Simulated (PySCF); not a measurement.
Compound: C₈H₁₂N₃ (charge +1).
Cartesian coordinates in Å at the GFN2-xTB level; atoms count from 1:
```xyz
23
C8H12N3 angstrom
C     -3.3636   -1.5488   -0.5725
C     -2.7958   -0.4410   -0.1046
C     -1.3696   -0.2299   -0.0611
C     -0.3030   -1.0358   -0.4356
N      0.8104   -0.3259   -0.1718
C      2.1516   -0.7283   -0.3873
C      3.1949   -0.3029    0.6144
C      3.1663    0.3305   -0.7326
N      0.5176    0.8374    0.3286
N     -0.7831    0.9065    0.4001
C     -1.4096    2.0887    0.9145
H     -2.7917   -2.3757   -0.9570
H     -4.4334   -1.6588   -0.5841
H     -3.4040    0.3685    0.2711
H     -0.2846   -2.0214   -0.8506
H      2.2117   -1.7055   -0.8453
H      3.9735   -1.0115    0.8480
H      2.8569    0.2815    1.4560
H      2.8077    1.3455   -0.8063
H      3.9248    0.0722   -1.4543
H     -0.6238    2.7889    1.1910
H     -2.0487    2.5420    0.1558
H     -2.0091    1.8505    1.7937
```

NICS is the negative of the GIAO shielding at a point without a nucleus: at the ring centre (0) and 1 Å above and below it (1); zz is the component along the ring normal. Level: GIAO PBE0/pcSseg-1 (PySCF, non-relativistic, gas phase) on the GFN2-xTB geometry, one conformer.

Ring bond lengths (Å), with Mayer bond orders in brackets: C3–C4 1.388 (1.40), C4–N5 1.347 (1.19), N5–N9 1.300 (1.27), N9–N10 1.305 (1.27), N10–C3 1.359 (1.03); C6–C7 1.508 (0.93), C7–C8 1.489 (0.96), C8–C6 1.507 (0.94).

**Question.** What do the NICS probes read (ppm)?

**Answer.** 
| ring | type | NICS(0) | NICS(1), two faces | NICS(1)zz, two faces | rms pucker (Å) | centre to ring atoms, mean (Å) |
| --- | --- | --- | --- | --- | --- | --- |
| C3–C4–N5–N9–N10 | 5-membered ring with 3 N; formal bonds all aromatic | -12.5 | -11.2 / -11.2 | -26.0 / -25.9 | 0.00 | 1.14 |
| C6–C7–C8 | 3-membered carbocycle; formal bonds all single | -41.1 | -8.2 / -6.1 | -23.4 / -20.3 | 0.00 | 0.87 |

**Question.** What can be read from them?

**Answer.** 
- C3–C4–N5–N9–N10: mean NICS(1)zz -26.0 ppm, shielded. The ring is flat and has no four-coordinate atom; by the NICS criterion it is aromatic.
- C6–C7–C8: mean NICS(1)zz -21.9 ppm, shielded. C6, C7, C8 have four or more neighbours, and the NICS criterion for π rings isn't applied. The two faces differ by 3.1 ppm, so no symmetry operation interchanges them. NICS(0) lies 34 ppm below the mean NICS(1).

**Question.** What does the geometric index give? HOMA = 1 − mean of α(R − Ropt)² over the ring bonds, with Krygowski's 1993 parameters (CC: Ropt 1.388 Å, α 257.7 Å⁻²; CN: Ropt 1.334 Å, α 93.52 Å⁻²; NN: Ropt 1.309 Å, α 130.33 Å⁻²).

**Answer.** 
- C3–C4–N5–N9–N10: HOMA 0.98; the largest term is that of N10–C3, α(R − Ropt)² = 0.06. The geometric and the magnetic index point the same way.

**Question.** At the second NICS(1) probe listed for ring C6–C7–C8, 1 Å off the ring, what do the in-plane components average?

**Answer.** The isotropic value is a third of the trace: (3 × -6.1 − (-20.3))/2 = 1.0 ppm.

**Question.** Give the inner angles of the rings and the Hirshfeld charges of the ring atoms.

**Answer.** 
- C3–C4–N5–N9–N10: C3 104.2° (+0.064 e), C4 106.0° (+0.021 e), N5 111.2° (+0.101 e), N9 107.0° (+0.005 e), N10 111.5° (+0.091 e); sum 540.0° against 540° for a flat convex ring.
- C6–C7–C8: C6 59.2° (+0.020 e), C7 60.4° (-0.064 e), C8 60.4° (-0.064 e); sum 180.0° against 180° for a flat convex ring.
